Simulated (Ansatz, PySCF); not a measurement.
Species: CH$_{3}$, net charge 0, doublet state. 
Structure (B3LYP-D3(BJ)/def2-TZVP (Ansatz, a quantum-chemistry and plane-wave program) minimum search):
```
C
H 1 1.0789
H 1 1.0789 2 120.00
H 1 1.0789 2 120.00 3 180.00
```
Charge 0, spin multiplicity 2.

Wanted: atomisation energy (electronic, to ground-state atoms), in kJ/mol. Cores are frozen in the correlated levels unless marked. Open shells are spin-unrestricted. Spin-orbit coupling is left out. Non-relativistic. The coupled-cluster limit lacks core correlation, which all-electron functionals hold. CBS(X,Y): correlation extrapolated as X^-3; Hartree-Fock from the larger set.

| level | program | atomisation energy (kJ/mol) |
|---|---|---|
| BLYP-D4/def2-TZVPD | Ansatz + dftd4 | 1285.9 |
| BP86/def2-TZVPD | PySCF | 1324.4 |
| PBE0/STO-3G | Ansatz | 1546.2 |
| B2PLYP-D4/def2-TZVPD | Ansatz + dftd4 | 1276.8 |
| RI-MP2/CBS(def2-TZVPPD,def2-QZVPPD) | Ansatz | 1278.5 |
| SCS-MP2/aug-cc-pVTZ | Ansatz | 1267.3 |

### Question
Predict the CCSD(T)/CBS(aug-cc-pVTZ,aug-cc-pVQZ) result (Ansatz).

### Answer
1284.8 kJ/mol
